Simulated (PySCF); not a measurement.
Species: C5H7BO.
Numbering: `[CH3:1][O:2][C:3]1=[CH:4][BH:5][CH:6]=[CH:7]1` (hydrogens: H8, H9, H10 on C1; H11 on C4; H12 on B5; H13 on C6; H14 on C7)

Method: PySCF, BHandHLYP/cc-pVDZ geometry optimisation, gas phase; density fitting, grid level 1; the optimiser is geomeTRIC in internal coordinates, started from a GFN2-xTB structure.

Step 0: E = -8016.3936 eV
```
atom  x, y, z in Å  |  force x, y, z in eV/Å
C1      2.3157    0.3140   -0.5559    0.055  -0.087  -0.019
O2      1.1503    1.0262   -0.2078   -0.814  -0.347   0.170
C3      0.0375    0.3145    0.0148    0.457   0.019  -0.107
C4     -0.2016   -1.0155   -0.0271    0.571  -0.372  -0.173
B5     -1.6823   -1.2222    0.3243    0.671   0.955  -0.094
C6     -2.2143    0.2596    0.5706   -0.233   0.179   0.065
C7     -1.1895    1.0866    0.3791   -0.104   0.080   0.034
H8      3.1017    1.0557   -0.6858    0.007   0.014  -0.002
H9      2.5968   -0.3869    0.2354   -0.015   0.003   0.019
H10     2.1720   -0.2393   -1.4887   -0.022   0.007  -0.002
H11     0.5590   -1.7386   -0.2716    0.088  -0.153  -0.034
H12    -2.2857   -2.2168    0.3961   -0.397  -0.661   0.048
H13    -3.2006    0.6011    0.8400   -0.205   0.100   0.063
H14    -1.1597    2.1612    0.4543   -0.061   0.264   0.033
```

Question: Estimate the geometry and energy of step 1. (The exact step hangs on the optimiser's Hessian estimate; all steps are aligned on step 0, rigid shifts and turns removed.)

Answer: E = -8016.4375 eV, largest force 0.226 eV/Å
```
atom  x, y, z in Å  |  force x, y, z in eV/Å
C1      2.3015    0.3155   -0.5573   -0.032   0.028   0.011
O2      1.1177    1.0174   -0.2283    0.226  -0.003   0.006
C3      0.0408    0.2961    0.0163   -0.077   0.085  -0.002
C4     -0.1669   -1.0417   -0.0163   -0.105   0.085   0.027
B5     -1.6563   -1.2027    0.3210   -0.091  -0.142  -0.015
C6     -2.2173    0.2756    0.5810    0.054  -0.029  -0.018
C7     -1.1845    1.0914    0.3851   -0.009  -0.009  -0.007
H8      3.0794    1.0651   -0.6907   -0.011   0.010  -0.004
H9      2.5785   -0.3687    0.2496   -0.004   0.003  -0.002
H10     2.1675   -0.2517   -1.4824   -0.005  -0.003  -0.005
H11     0.5871   -1.7719   -0.2688   -0.001  -0.029  -0.002
H12    -2.2948   -2.2169    0.3588    0.037   0.046   0.018
H13    -3.2091    0.6187    0.8507    0.005  -0.021   0.012
H14    -1.1443    2.1734    0.4592    0.012  -0.021  -0.018
```

The energy changes by -0.0439 eV. The first-order estimate −F·Δx gives -0.1111 eV and the mean of the old and new forces, exact on a quadratic surface, -0.0454 eV. The step makes an angle of 58° with the force vector and moves no atom by more than 0.045 Å.

The cost below is that of the whole optimisation. Time: 41 s; peak memory 0.58 GiB. Hardware: one thread of an Arm Neoverse V1, no GPU (shared host).
